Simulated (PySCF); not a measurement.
C2H4F2Si2, SMILES C#C[Si@@H]([SiH2]F)F.

Geometry optimised at PBE0-D3(BJ)/def2-SVP. The structure was generated by enumeration; whether it is a known compound was not checked. Other conformers were not sampled.

These are PySCF with PBE0-D3(BJ)/def2-SVP values and carry that method's errors.

Frequencies are harmonic and unscaled.

### Question
Estimate the vibrational spectrum. (An estimate is asked for; the answer gives what the named calculation found.)

### Answer

```json
[
 {"mode": "1", "ν (cm⁻¹)": "38", "IR (km/mol)": "2.1", "Raman (Å⁴/amu)": "0.4", "depolarisation": "0.75", "moving atoms (share of kinetic energy)": "F 60 %, C 16 %, H 14 %, Si 10 %"},
 {"mode": "2", "ν (cm⁻¹)": "76", "IR (km/mol)": "1.7", "Raman (Å⁴/amu)": "3.8", "depolarisation": "0.74", "moving atoms (share of kinetic energy)": "C 33 %, F 32 %, Si 20 %, H 15 %"},
 {"mode": "3", "ν (cm⁻¹)": "115", "IR (km/mol)": "1.2", "Raman (Å⁴/amu)": "1.9", "depolarisation": "0.75", "moving atoms (share of kinetic energy)": "F 61 %, Si 19 %, H 11 %, C 9 %"},
 {"mode": "4", "ν (cm⁻¹)": "159", "IR (km/mol)": "5.0", "Raman (Å⁴/amu)": "6.2", "depolarisation": "0.75", "moving atoms (share of kinetic energy)": "F 42 %, C 33 %, H 14 %, Si 12 %"},
 {"mode": "5", "ν (cm⁻¹)": "209", "IR (km/mol)": "6.0", "Raman (Å⁴/amu)": "6.3", "depolarisation": "0.75", "moving atoms (share of kinetic energy)": "C 39 %, F 25 %, Si 24 %, H 13 %"},
 {"mode": "6", "ν (cm⁻¹)": "333", "IR (km/mol)": "52.0", "Raman (Å⁴/amu)": "2.3", "depolarisation": "0.45", "moving atoms (share of kinetic energy)": "C 56 %, Si 26 %, H 10 %, F 9 %"},
 {"mode": "7", "ν (cm⁻¹)": "366", "IR (km/mol)": "34.8", "Raman (Å⁴/amu)": "5.6", "depolarisation": "0.75", "moving atoms (share of kinetic energy)": "C 46 %, Si 30 %, F 16 %"},
 {"mode": "8", "ν (cm⁻¹)": "419", "IR (km/mol)": "4.7", "Raman (Å⁴/amu)": "18.7", "depolarisation": "0.20", "moving atoms (share of kinetic energy)": "Si 65 %, H 17 %, C 11 %"},
 {"mode": "9", "ν (cm⁻¹)": "497", "IR (km/mol)": "25.9", "Raman (Å⁴/amu)": "6.3", "depolarisation": "0.73", "moving atoms (share of kinetic energy)": "H 73 %, Si 19 %"},
 {"mode": "10", "ν (cm⁻¹)": "654", "IR (km/mol)": "49.2", "Raman (Å⁴/amu)": "2.9", "depolarisation": "0.62", "moving atoms (share of kinetic energy)": "C 45 %, Si 41 %, H 12 %"},
 {"mode": "11", "ν (cm⁻¹)": "734", "IR (km/mol)": "10.9", "Raman (Å⁴/amu)": "18.5", "depolarisation": "0.75", "moving atoms (share of kinetic energy)": "H 91 %"},
 {"mode": "12", "ν (cm⁻¹)": "739", "IR (km/mol)": "26.8", "Raman (Å⁴/amu)": "2.9", "depolarisation": "0.74", "moving atoms (share of kinetic energy)": "H 76 %, C 24 %"},
 {"mode": "13", "ν (cm⁻¹)": "769", "IR (km/mol)": "23.1", "Raman (Å⁴/amu)": "2.6", "depolarisation": "0.73", "moving atoms (share of kinetic energy)": "H 75 %, C 24 %"},
 {"mode": "14", "ν (cm⁻¹)": "776", "IR (km/mol)": "273.6", "Raman (Å⁴/amu)": "15.7", "depolarisation": "0.62", "moving atoms (share of kinetic energy)": "H 80 %, Si 16 %"},
 {"mode": "15", "ν (cm⁻¹)": "816", "IR (km/mol)": "24.0", "Raman (Å⁴/amu)": "8.9", "depolarisation": "0.75", "moving atoms (share of kinetic energy)": "H 82 %, F 15 %"},
 {"mode": "16", "ν (cm⁻¹)": "853", "IR (km/mol)": "47.9", "Raman (Å⁴/amu)": "9.2", "depolarisation": "0.73", "moving atoms (share of kinetic energy)": "H 55 %, F 35 %, Si 10 %"},
 {"mode": "17", "ν (cm⁻¹)": "894", "IR (km/mol)": "228.8", "Raman (Å⁴/amu)": "3.0", "depolarisation": "0.70", "moving atoms (share of kinetic energy)": "Si 38 %, F 33 %, H 28 %"},
 {"mode": "18", "ν (cm⁻¹)": "919", "IR (km/mol)": "135.7", "Raman (Å⁴/amu)": "3.1", "depolarisation": "0.35", "moving atoms (share of kinetic energy)": "Si 39 %, F 33 %, H 28 %"},
 {"mode": "19", "ν (cm⁻¹)": "943", "IR (km/mol)": "94.8", "Raman (Å⁴/amu)": "12.3", "depolarisation": "0.72", "moving atoms (share of kinetic energy)": "H 80 %, Si 14 %"},
 {"mode": "20", "ν (cm⁻¹)": "2166", "IR (km/mol)": "63.0", "Raman (Å⁴/amu)": "186.7", "depolarisation": "0.26", "moving atoms (share of kinetic energy)": "C 90 %, H 10 %"},
 {"mode": "21", "ν (cm⁻¹)": "2235", "IR (km/mol)": "72.3", "Raman (Å⁴/amu)": "153.6", "depolarisation": "0.30", "moving atoms (share of kinetic energy)": "H 98 %"},
 {"mode": "22", "ν (cm⁻¹)": "2248", "IR (km/mol)": "111.1", "Raman (Å⁴/amu)": "125.5", "depolarisation": "0.74", "moving atoms (share of kinetic energy)": "H 96 %"},
 {"mode": "23", "ν (cm⁻¹)": "2251", "IR (km/mol)": "115.6", "Raman (Å⁴/amu)": "249.1", "depolarisation": "0.07", "moving atoms (share of kinetic energy)": "H 97 %"},
 {"mode": "24", "ν (cm⁻¹)": "3472", "IR (km/mol)": "57.9", "Raman (Å⁴/amu)": "42.1", "depolarisation": "0.26", "moving atoms (share of kinetic energy)": "H 86 %, C 14 %"}
]
```
